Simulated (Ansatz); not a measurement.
Ansatz (a first-principles code) input file for SbCl2, SMILES [Cl][Sb][Cl], multiplicity 2, PBE0/def2-TZVPD. Coordinates come from a B3LYP-D3(BJ)/def2-TZVP optimisation. The spin state was assumed, not searched. The isomer is the one that the SMILES or the coordinates give; other isomers of the formula were not compared. The def2 effective core potentials stand for the cores of Sb; spin–orbit coupling is left out.

Ansatz 0.2 input:
```yaml
crystal:
  periodic: [false, false, false]
  atoms:
    - {symbol: Sb, position_ang: [0.00000000, 0.00000000, 0.61416879]}
    - {symbol: Cl, position_ang: [0.00000000, -1.79598669, -0.92125318]}
    - {symbol: Cl, position_ang: [0.00000000, 1.79598669, -0.92125318]}
basis:
  gaussian:
    orbitals: def2-TZVPD
hamiltonian:
  xc: {name: PBE0}
magnetization: {spin_polarized: true, initial_magnetization: 1}
```

Output:

```
WARN ansatz: RAYON_NUM_THREADS=1 ignored (pool sized by the plan → 1); use --threads N
Functional definition: PBE0
integrals: 0.08 GiB planned
1099 factors; their error is unknown
mean field: 0.92 GiB planned
mean field evaluation 1: about -31576.3494 eV, gradient 1.4e1 eV
mean field evaluation 2: about -31574.7391 eV, gradient 2.3e1 eV
mean field evaluation 4: about -31577.4563 eV, gradient 7.0e-1 eV
mean field evaluation 8: about -31577.6782 eV, gradient 9.9e-2 eV
mean field evaluation 16: about -31577.6782 eV, gradient 6.2e-5 eV
mean field -31577.67823582 eV, -1160.4582710474 hartree, gradient 6.2e-5 eV, S^2 0.754108; 0 other end points of the search recorded, 0 dependent functions left out
reference -31577.67828095 eV, -1160.4582727058 hartree; 29, 28 occupied and 119, 120 virtual orbitals, 1099 factors
Total energy: -31577.67828095 eV, -1160.4582727058 hartree
```

The calculation finished and met its thresholds.

Cost: around 4 core-seconds (rough).
